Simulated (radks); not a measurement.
Ionisation of the phosphorus ion P+, [Ne] 3s2 3p2, to [Ne] 3s2 3p1 as the strength of local exchange is varied. Calculated with a radial shooting solver on a logarithmic mesh with Libxc functionals: Dirac Kohn-Sham, Slater X-alpha exchange (alpha = 2/3 is LDA exchange), no correlation, spin-unpolarised, spherical densities, point nucleus; open shells fill j = l - 1/2 first.

alpha	E(P+) (hartree)	exchange (hartree)	IE (eV)	-e of the level emptied (eV)	<r> of it (bohr)
0.603	-337.38856	-18.40606	17.295	12.444 (3p1/2)	2.195
0.667	-339.34667	-20.45476	18.021	13.111 (3p1/2)	2.159
0.718	-340.91357	-22.10037	18.610	13.654 (3p1/2)	2.130
0.803	-343.53796	-24.86874	19.613	14.584 (3p1/2)	2.085
0.915	-347.02054	-28.56547	20.976	15.854 (3p1/2)	2.030

NIST Atomic Spectra Database: 19.769 eV (semi-empirical). The Delta-SCF value meets it near alpha = 0.82. Spin polarisation and multiplet splitting are left out, so open shells lie too high by an amount that depends on their filling.

Beside tabulated values, note that spin-unpolarised runs miss the spin-polarisation part of the exchange energy of open shells.
